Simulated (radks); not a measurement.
Neutral tantalum inside a hard spherical wall (all orbitals vanish at R), configuration held at [Xe] 4f14 5d3 6s2 and not refilled when levels cross. Method: scalar-relativistic Kohn-Sham, LDA (Slater exchange, Perdew-Wang correlation), spin-unpolarised, spherical densities, point nucleus; computed with a radial shooting solver on a logarithmic mesh with Libxc functionals. Eigenvalues in eV, with the zero of energy where the potential of the charges vanishes at infinity; a dash marks a level that is unbound or too diffuse for the functional's potential to be trusted. A positive occupied level is held by the wall or, in an anion where self-interaction has pushed it up, behind a barrier. The pressure on the wall is -dE/dV.

R (bohr)  E (hartree)  kinetic (hartree)    e(5p)    e(4f)   e(6s)   e(5d)  e(6p, empty)  e(7s, empty)  pressure (GPa)
free      -15595.3444          17133.599  -39.562  -24.929  -5.613  -3.783        -1.478        -0.061               0
20        -15595.3444          17133.599  -39.562  -24.929  -5.613  -3.783        -1.477         0.039        < 0.0001
15        -15595.3444          17133.599  -39.562  -24.929  -5.613  -3.782        -1.473         0.278        < 0.0001
12        -15595.3444          17133.599  -39.556  -24.923  -5.608  -3.777        -1.443         0.796        0.000939
10        -15595.3439          17133.605  -39.518  -24.883  -5.579  -3.743        -1.333         1.749          0.0148
6         -15595.2853          17133.966  -37.884  -23.180  -4.094  -2.292         1.434        12.831            4.51
3.5       -15594.0245          17138.955  -27.852  -11.962  12.579   8.561        25.544        77.107             355
